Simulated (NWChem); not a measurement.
Species: SiHO2 cation; SMILES [Si](=[OH+])=O

```xyz
4

O      0.0009     1.5907     0.0000
Si    -0.0006     0.0879     0.0000
O      0.0023    -1.4357     0.0000
H     -0.0161    -2.4044     0.0000
```
Atoms are numbered in this order, from 1.

Geometry: optimised at PBE0/def2-SVP.

 Unshifted, non-relativistic core excitations; the lowest 4 roots alone, so stronger bands may lie above.

**Question.** List the first Si K-edge excitations from B3LYP/def2-TZVP, restricted-window TDA (NWChem).

**Answer.** 
```
state  energy (eV)  dipole oscillator strength           leading excitation (squared amplitude)
-----  -----------  --------------------------  -----------------------------------------------
S1          1796.3                      0.0004    1s of atom 2 or its equivalents → LUMO (1.00)
S2          1799.5                      0.0073  1s of atom 2 or its equivalents → LUMO+1 (0.99)
S3          1799.5                      0.0073  1s of atom 2 or its equivalents → LUMO+2 (0.99)
S4          1803.5                      0.0006  1s of atom 2 or its equivalents → LUMO+3 (1.00)
```
